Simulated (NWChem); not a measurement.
System: SnH$_{2}$OF$_{2}$; SMILES [OH][SnH]([F])[F]

Input file for NWChem:

```
start job
memory heap 200 mb stack 900 mb global 1100 mb
geometry units angstroms noautoz
  Sn    -0.002379     0.000670    -0.225285
  O      1.761104    -0.199210     0.592167
  F     -1.140061    -1.384937     0.478611
  F     -0.807360     1.599997     0.484473
  H      0.042018     0.000654    -1.915778
  H      1.725097    -0.212007     1.557111
end
basis spherical
  Sn library def2-svp
  O library def2-svp
  F library def2-svp
  H library def2-svp
end
ecp
  Sn library def2-ecp
end
dft
  xc xpbe96 cpbe96
  iterations 150
  mulliken
end
task dft energy
```

Coordinates come from a PBE0/def2-SVP optimisation. def2 effective core potentials on Sn; no spin-orbit coupling.

Problem. What results follow from this input? (PBE/def2-SVP with def2 effective core potentials on Sn.) Quantities: energy (Ha); highest occupied level (eV); orbital gap (eV); dipole (D).

Solution. 
```yaml
energy (Ha): -489.97
highest occupied level (eV): -7.53
orbital gap (eV): 4.98
dipole (D): 1.64
```
